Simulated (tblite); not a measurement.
Compound: C6H15BNP.
Numbering: `[CH3:1][P@H+:2]([CH2:3][C:4]#[N:5])[B-:6]([CH3:7])([CH3:8])[CH3:9]` (hydrogens: H10, H11, H12 on C1; H13 on P2; H14, H15 on C3; H16, H17, H18 on C7; H19, H20, H21 on C8; H22, H23, H24 on C9)
Bond orders are those of one Lewis drawing.

Computed with GFN2-xTB (tblite), gas phase: L-BFGS steps from a force-field or distance-geometry start until the largest atomic force falls under 0.01 eV/Å.

Step 27: E = -737.6879 eV
```
atom  x, y, z in Å  |  force x, y, z in eV/Å
C1      1.5891    1.4849    0.7904    0.013  -0.020   0.021
P2      0.6929   -0.0897    0.5436    0.017  -0.048   0.026
C3      1.8428   -1.0599   -0.5479   -0.005   0.001   0.009
C4      3.1378   -1.1946    0.0443    0.009   0.005   0.020
N5      4.1619   -1.2943    0.5437    0.013   0.027   0.019
B6     -1.1983   -0.0201   -0.0936   -0.029   0.003  -0.020
C7     -1.0679    0.6048   -1.5899    0.002  -0.001   0.010
C8     -1.9308    0.9618    0.9759    0.010  -0.009  -0.010
C9     -1.7181   -1.5608   -0.0551    0.008   0.019   0.005
H10     2.6094    1.3140    1.1284    0.045  -0.020  -0.037
H11     1.5953    2.0413   -0.1465    0.000   0.006   0.025
H12     1.0564    2.0647    1.5415   -0.026   0.027  -0.018
H13     0.9712   -0.7107    1.7618    0.005  -0.018   0.008
H14     1.4083   -2.0503   -0.7065   -0.032  -0.001  -0.014
H15     1.9154   -0.5437   -1.5095   -0.005   0.002  -0.007
H16    -0.5748    1.5786   -1.5894   -0.018   0.009  -0.030
H17    -2.0471    0.7545   -2.0391    0.008  -0.003   0.007
H18    -0.5111   -0.0443   -2.2681   -0.025   0.010  -0.020
H19    -3.0008    1.0159    0.7866    0.014  -0.002   0.004
H20    -1.8119    0.6194    2.0056   -0.009  -0.008  -0.008
H21    -1.5529    1.9838    0.9283   -0.015  -0.001   0.002
H22    -1.6339   -2.0042    0.9385    0.013   0.007  -0.005
H23    -2.7684   -1.6243   -0.3330    0.023   0.013  -0.003
H24    -1.1764   -2.2072   -0.7480   -0.016   0.001   0.014
```

Step 28: E = -737.6885 eV
```
atom  x, y, z in Å  |  force x, y, z in eV/Å
C1      1.5908    1.4834    0.7908    0.011  -0.013   0.015
P2      0.6927   -0.0899    0.5438    0.026  -0.064   0.029
C3      1.8432   -1.0602   -0.5490   -0.012   0.010   0.024
C4      3.1377   -1.1925    0.0460    0.006  -0.006   0.009
N5      4.1614   -1.2903    0.5470   -0.006   0.030   0.011
B6     -1.1985   -0.0198   -0.0935   -0.025  -0.005  -0.025
C7     -1.0680    0.6050   -1.5903   -0.003  -0.004   0.014
C8     -1.9310    0.9618    0.9764    0.009  -0.013  -0.015
C9     -1.7182   -1.5612   -0.0546    0.011   0.027   0.001
H10     2.6122    1.3112    1.1245    0.039  -0.017  -0.016
H11     1.5971    2.0417   -0.1443   -0.005   0.004  -0.004
H12     1.0581    2.0652    1.5401   -0.016   0.019   0.004
H13     0.9689   -0.7127    1.7632    0.006  -0.005  -0.018
H14     1.4070   -2.0503   -0.7079   -0.014   0.009  -0.009
H15     1.9155   -0.5432   -1.5107   -0.003  -0.006   0.009
H16    -0.5755    1.5793   -1.5900   -0.016  -0.001  -0.031
H17    -2.0473    0.7546   -2.0394    0.007  -0.003   0.008
H18    -0.5122   -0.0449   -2.2688   -0.023   0.018  -0.014
H19    -3.0010    1.0154    0.7865    0.011  -0.001   0.005
H20    -1.8126    0.6188    2.0060   -0.007  -0.003  -0.012
H21    -1.5536    1.9841    0.9283   -0.014  -0.004   0.007
H22    -1.6332   -2.0047    0.9393    0.005   0.012  -0.019
H23    -2.7686   -1.6235   -0.3335    0.031   0.007   0.007
H24    -1.1768   -2.2078   -0.7480   -0.019   0.006   0.020
```

Task: Estimate the geometry and energy of step 29. (The exact step hangs on the optimiser's Hessian estimate; all steps are aligned on step 28, rigid shifts and turns removed.)

Result: E = -737.6890 eV, largest force 0.059 eV/Å
```
atom  x, y, z in Å  |  force x, y, z in eV/Å
C1      1.5931    1.4815    0.7912    0.009  -0.004   0.007
P2      0.6926   -0.0909    0.5442    0.026  -0.049   0.021
C3      1.8433   -1.0601   -0.5497   -0.010   0.008   0.027
C4      3.1374   -1.1901    0.0479    0.005  -0.014   0.002
N5      4.1605   -1.2849    0.5511   -0.023   0.031   0.003
B6     -1.2000   -0.0196   -0.0939   -0.004  -0.007  -0.019
C7     -1.0684    0.6051   -1.5906   -0.008  -0.003   0.008
C8     -1.9314    0.9617    0.9766    0.004  -0.011  -0.015
C9     -1.7183   -1.5614   -0.0542    0.010   0.025  -0.003
H10     2.6159    1.3074    1.1202    0.023  -0.012   0.002
H11     1.5993    2.0422   -0.1423   -0.010  -0.006  -0.023
H12     1.0607    2.0657    1.5391    0.001   0.004   0.019
H13     0.9675   -0.7146    1.7641    0.009  -0.001  -0.027
H14     1.4059   -2.0498   -0.7093    0.002   0.014  -0.005
H15     1.9157   -0.5427   -1.5116   -0.002  -0.010   0.024
H16    -0.5764    1.5798   -1.5913   -0.011  -0.006  -0.026
H17    -2.0472    0.7550   -2.0402   -0.004  -0.002   0.009
H18    -0.5137   -0.0450   -2.2699   -0.016   0.018  -0.008
H19    -3.0012    1.0154    0.7871    0.002  -0.002   0.002
H20    -1.8136    0.6184    2.0063   -0.002  -0.003  -0.013
H21    -1.5548    1.9842    0.9288   -0.009  -0.004   0.008
H22    -1.6327   -2.0054    0.9395    0.001   0.018  -0.021
H23    -2.7684   -1.6235   -0.3336    0.023   0.004   0.012
H24    -1.1777   -2.2086   -0.7476   -0.013   0.009   0.016
```

The energy changes by -0.0005 eV. The first-order estimate −F·Δx gives -0.0007 eV and the mean of the old and new forces, exact on a quadratic surface, -0.0005 eV. The step makes an angle of 66° with the force vector and moves no atom by more than 0.007 Å.

What follows is the cost of the whole relaxation. Hardware: an Arm Neoverse V1 with one thread, no GPU, on a shared host. Cost: 0.58 s wall.
